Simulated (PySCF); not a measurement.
Electron correlation in S³⁺ (sulfur, charge +3)

[Ne] 3s2 3p1, 2P determinant. Calculation: PySCF 2.14, in aug-cc-pVDZ-DK (5s4p2d, 27 functions); the spin-free X2C one-electron Hamiltonian (Gaussian nucleus). Frozen: [Ne]; 3 electrons correlated.

```tsv
level	correlation energy (mhartree)
CCSD	-61.88
(T)	-0.56
CCSD(T)	-62.44
CCSDT	-62.68
FCI	-62.68
```

Diagnostics: T1 = 0.0085, D1 = 0.0202, largest double amplitude 0.109, weight of the Hartree-Fock determinant in FCI 0.9545 (5082 determinants).

Cost of the coupled-cluster step: about 0.14 core-seconds, for 3 correlated electrons.

Iterations:

```
CC2 = 0
CCSD nocc = (np.int64(2), np.int64(1)), nmo = (22, 22)
frozen orbitals [[0, 1, 2, 3, 4], [0, 1, 2, 3, 4]]
max_cycle = 100
direct = 0
conv_tol = 1e-08
conv_tol_normt = 1e-06
diis_space = 8
diis_start_cycle = 0
Init t2, MP2 energy = -0.0414991662856194
Init E_corr(UCCSD) = -0.0414991662866734
cycle = 1  E_corr(UCCSD) = -0.0545280923177639  dE = -0.013028926  norm(t1,t2) = 0.0489131
cycle = 2  E_corr(UCCSD) = -0.0589999709629592  dE = -0.00447187865  norm(t1,t2) = 0.0196803
cycle = 3  E_corr(UCCSD) = -0.0618957578678209  dE = -0.0028957869  norm(t1,t2) = 0.00851569
cycle = 4  E_corr(UCCSD) = -0.0618718452829691  dE = 2.39125849e-05  norm(t1,t2) = 0.000877532
cycle = 5  E_corr(UCCSD) = -0.061886509285981  dE = -1.4664003e-05  norm(t1,t2) = 8.25304e-05
cycle = 6  E_corr(UCCSD) = -0.0618821473152317  dE = 4.36197075e-06  norm(t1,t2) = 1.35901e-05
cycle = 7  E_corr(UCCSD) = -0.0618839078805224  dE = -1.76056529e-06  norm(t1,t2) = 4.05941e-06
cycle = 8  E_corr(UCCSD) = -0.0618835467656693  dE = 3.61114853e-07  norm(t1,t2) = 9.18132e-07
cycle = 9  E_corr(UCCSD) = -0.0618835536020559  dE = -6.83638658e-09  norm(t1,t2) = 7.23311e-08
UCCSD converged
E(UCCSD) = -396.2124385941163  E_corr = -0.06188355360205586
UCCSD(T) correction = -0.000564236076063813
```
